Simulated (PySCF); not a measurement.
**Electric properties by functional and basis**

C2H9BGe.
SMILES: `C[B](C)[GeH3]`

PySCF, dipoles from the SCF density, polarisabilities from static response with core orbitals frozen. Geometry: PBE0-D3(BJ)/def2-SVP; no solvent, vibrations or thermal averaging. The LDA/def2-SVPD calculation is non-relativistic and has no spin–orbit coupling, an omission that weighs most on germanium.

Problem. Compare the levels for these properties.

Solution. 

| level | μ (D) | α (Å³) | anisotropy (Å³) |
| --- | --- | --- | --- |
| LDA/def2-SVPD | 1.445 | 11.93 | 3.45 |
| PBE/def2-SVPD | 1.462 | 11.63 | 3.35 |
| B3LYP/def2-SVPD | 1.467 | 11.23 | 3.01 |
| PBE0/def2-SVPD | 1.447 | 11.12 | 2.95 |
| BHandHLYP/def2-SVPD | 1.445 | 10.73 | 2.65 |
| CAM-B3LYP/def2-SVPD | 1.441 | 11.00 | 2.76 |
| wB97X-D/def2-SVPD | 1.452 | 11.01 | 2.74 |
| LC-wPBE/def2-SVPD | 1.415 | 10.66 | 2.54 |
| HF/def2-SVPD | 1.467 | 10.23 | 2.25 |
| PBE0/6-31G* | 1.501 | 9.16 | 2.82 |
| PBE0/def2-SVP | 1.496 | 9.80 | 2.66 |
| PBE0/aug-cc-pVDZ | 1.451 | 11.33 | 3.05 |
| PBE0/def2-TZVP | 1.490 | 10.78 | 2.93 |
| PBE0/def2-TZVPD | 1.457 | 11.26 | 3.05 |

The anisotropy is √(½[(α1 − α2)² + (α2 − α3)² + (α3 − α1)²]). The dipole runs from 1.42 D (LC-wPBE/def2-SVPD) to 1.50 D (PBE0/6-31G*). No reference polarisability is at hand; against PBE0 in the largest diffuse basis at hand (def2-TZVPD) the other PBE0 rows deviate by 6-31G* -19%, def2-SVP -13%, def2-SVPD -1%, aug-cc-pVDZ +1%, def2-TZVP -4%. In one basis (def2-SVPD) the functionals order the polarisability from HF (lowest) to LDA (highest), a spread of 17%. With PBE0 the polarisability is 9.91 Å³ without diffuse functions (mean of 6-31G*, def2-SVP and def2-TZVP) and 11.24 Å³ with them (mean of def2-SVPD, aug-cc-pVDZ and def2-TZVPD).
